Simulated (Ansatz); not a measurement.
Basis sets compared for the cluster Be₄F₆⁺. Charge 1, multiplicity 2. Geometry r2SCAN-D4/def2-SVP. Ansatz on 4 threads of Intel Xeon 6975P-C on a shared host; times are rough, and most runs start from earlier orbitals.

```xyz
10

Be   -0.834   -0.316    1.069
Be    0.117    2.015   -0.224
Be   -0.025   -0.620   -1.247
Be    0.962   -2.545    0.670
F     0.391    0.838   -1.296
F     0.036   -1.463    1.529
F     0.849   -1.769   -0.795
F    -0.421    1.142    1.025
F     0.270    3.387   -0.350
F    -1.345   -0.670   -0.382
```

The structure comes from a short search, and lower isomers may exist.

```tsv
level	functions	energy (Eh)	HOMO (eV)	LUMO (eV)	wall time
PBE-D4/def2-SVP	120	-657.0861	-9.00	-7.58	1.1 s
PBE0-D4/def2-SVP	120	-657.1056	-9.92	-6.71	2.1 s
```

(1) Estimate the rows for PBE-D4/def2-TZVP (with forces), PBE0-D4/def2-TZVP.

## Answers

(1) 
```tsv
level	functions	energy (Eh)	HOMO (eV)	LUMO (eV)	wall time
PBE-D4/def2-TZVP (with forces)	262	-657.8885	-9.05	-7.50	3.1 s
PBE0-D4/def2-TZVP	262	-657.9088	-9.96	-6.63	5.5 s
```
